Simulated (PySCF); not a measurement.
# Shapes and spin states of ReOCl₂

Level of theory: PBE in PySCF with Re def2-SVP with ECP60, O def2-SVP, Cl def2-SVP; scalar-relativistic core potentials, no spin–orbit coupling; density-fitted integrals.

Relaxations began from a few typed shapes and spin states; open shells are unrestricted. The search is not exhaustive: other isomers or separated fragments can lie lower, and high-lying points may rest on an excited occupation.

```csv
spin,group,bonds,angles,imaginary modes (cm⁻¹),ΔE (kJ/mol),ΔE with ZPE (kJ/mol)
doublet,C2v,"Re–Cl 2.239 Å (×2), Re–O 1.669 Å","Cl–Re–Cl 122.5°, Cl–Re–O 118.8° (×2)",none,0.0,0.0
quartet,C2v,"Re–Cl 2.271 Å (×2), Re–O 1.726 Å","Cl–Re–Cl 132.5°, Cl–Re–O 113.7° (×2)",none,57.9,57.0
```

The lowest minimum found is the doublet C2v: Re–Cl 2.239 Å (×2), Re–O 1.669 Å; Cl–Re–Cl 122.5°, Cl–Re–O 118.8° (×2).

Formally Re is in oxidation state +4, d3, with 1 unpaired electron (the high-spin count would be 3). The Mulliken spin on Re is 0.92. The polar-tensor charge on Re, 1.18, is far below the formal one.

For the lowest minimum: with open d or f shells other occupations or spin states may lie lower. No spin–orbit coupling is included, which matters more the heavier the element.
